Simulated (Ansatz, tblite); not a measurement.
Cost and result up the ladder for Li₃Te⁺ (the lowest singlet isomer of a short search) (4 atoms). Total charge 1; singlet. Geometry: PBE0-D4/def2-TZVP.

Cartesian coordinates in Å:
```
Li -0.820 -2.057 0.958
Li -1.525 1.454 -1.175
Li 2.377 0.340 -0.226
Te -0.033 0.263 0.443
```

Ansatz on 4 threads of Arm Neoverse V2 on a shared host; xTB runs through tblite on one thread. Times are rough, summed over both states, and most runs start from the orbitals of an earlier one. CCSD(T)/def2-TZVPP serves as the yardstick here, not as an exact answer. The other state is a quintet at its own geometry, which has other bonds, so the gap mixes isomer and spin.

In the def2 sets Te takes a core potential; there is no spin–orbit coupling. The xTB rows come from tblite. LC-ωPBE has ω = 0.4 bohr⁻¹. Correlated methods freeze 4 core orbitals; core or outer-core shells of Li, Te are correlated, in sets that lack core-valence functions. The structure comes from a short search, and lower isomers may exist.

Correlated methods converge slowly with the basis.

xTB has no spin-polarisation term.

```csv
level,functions,wall time
GFN1-xTB,21,0.003 s
GFN2-xTB,21,0.004 s
LDA (SPW92)/def2-TZVP,92,0.8 s
MP2/def2-TZVP,92,0.9 s
PBE-D4/def2-TZVP,92,1.4 s
BLYP-D4/def2-TZVP (with forces),92,1.5 s
B2PLYP/def2-TZVP,92,2.4 s
RPA@PBE/def2-TZVP,92,2.4 s
PBE0-D4/def2-TZVP,92,2.5 s
LC-ωPBE/def2-TZVP,92,2.5 s
CAM-B3LYP-D4/def2-TZVP,92,2.9 s
r2SCAN-D4/def2-TZVP,92,3.2 s
CCSD(T)/def2-TZVPP,107,16 s
```

Estimate what each level gives for the quintet − singlet (eV).


```json
{"level": "GFN1-xTB", "quintet − singlet (eV)": "6.63", "difference from CCSD(T)/def2-TZVPP (eV)": "1.21"}
{"level": "GFN2-xTB", "quintet − singlet (eV)": "4.66", "difference from CCSD(T)/def2-TZVPP (eV)": "-0.76"}
{"level": "LDA (SPW92)/def2-TZVP", "quintet − singlet (eV)": "6.20", "difference from CCSD(T)/def2-TZVPP (eV)": "0.78"}
{"level": "MP2/def2-TZVP", "quintet − singlet (eV)": "5.51", "difference from CCSD(T)/def2-TZVPP (eV)": "0.09"}
{"level": "PBE-D4/def2-TZVP", "quintet − singlet (eV)": "5.43", "difference from CCSD(T)/def2-TZVPP (eV)": "0.01"}
{"level": "BLYP-D4/def2-TZVP (with forces)", "quintet − singlet (eV)": "5.41", "difference from CCSD(T)/def2-TZVPP (eV)": "0.00"}
{"level": "B2PLYP/def2-TZVP", "quintet − singlet (eV)": "5.62", "difference from CCSD(T)/def2-TZVPP (eV)": "0.20"}
{"level": "RPA@PBE/def2-TZVP", "quintet − singlet (eV)": "5.16", "difference from CCSD(T)/def2-TZVPP (eV)": "-0.26"}
{"level": "PBE0-D4/def2-TZVP", "quintet − singlet (eV)": "5.43", "difference from CCSD(T)/def2-TZVPP (eV)": "0.01"}
{"level": "LC-ωPBE/def2-TZVP", "quintet − singlet (eV)": "5.39", "difference from CCSD(T)/def2-TZVPP (eV)": "-0.03"}
{"level": "CAM-B3LYP-D4/def2-TZVP", "quintet − singlet (eV)": "5.58", "difference from CCSD(T)/def2-TZVPP (eV)": "0.16"}
{"level": "r2SCAN-D4/def2-TZVP", "quintet − singlet (eV)": "5.51", "difference from CCSD(T)/def2-TZVPP (eV)": "0.09"}
{"level": "CCSD(T)/def2-TZVPP", "quintet − singlet (eV)": "5.42", "difference from CCSD(T)/def2-TZVPP (eV)": "0.00"}
```
